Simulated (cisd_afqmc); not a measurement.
Input (AFQMC/CISD/def2-TZVPP; cisd_afqmc is a phaseless AFQMC code with CISD trial states that reads the integrals written by Ansatz):

Ansatz 0.2 input:
```python
import cisd_afqmc

open("ham.yaml", "w").write("""\
crystal:
  periodic: [false, false, false]
  atoms:
    - {symbol: Sb, position_ang: [-0.33641354, -0.33443555, 0.32687024]}
    - {symbol: H, position_ang: [-0.00929347, -1.71583936, -0.64174443]}
    - {symbol: H, position_ang: [-1.72055122, 0.01818300, -0.62880829]}
    - {symbol: Cl, position_ang: [1.11099620, 1.10316879, -0.90587232]}
basis:
  gaussian:
    orbitals: def2-TZVPP
magnetization: {spin_polarized: false}
correlation: {method: ccsd, electrons: outside_noble_gas, hamiltonian_folder: ham}
""")
rep = cisd_afqmc.ansatz("ham.yaml")
e_ccsd = rep["correlation"]["coupled_cluster"]["energy"]["hartree"]
out = cisd_afqmc.run("ham", e_ccsd, trial="CISD", walkers=100, populations=8, threads=8, dt=0.0025, steps=80, early=36, settle=10, least=32,
    cut=5e-5, rank_cut=2e-4, target=0.0004, seconds=1500, seed=2, memory=17280, gpu=False)
```

Output:

```
orbitals 106, occupied [7], factors 588 of 856, rank of the doubles 235 of 693
E(HF) = -699.958064
E(CCSD) on the cut factors = -700.310878, shift to the whole factors -0.000013
Energy of the trial state on the determinant = -700.310859
  tau behind 10.8 of longer steps, mean of the populations' last blocks
   2.0  -700.32736
   4.0  -700.32850
   6.0  -700.32567
   8.0  -700.32616
  10.0  -700.32652
  12.0  -700.32652
  14.0  -700.32641
blocks 527 (0 outliers left out), error by blocks joined: 1: 0.00019, 2: 0.00024, 4: 0.00029, 8: 0.00034, 16: 0.00039
E(AFQMC/CISD) = -700.32676 +/- 0.00039
```
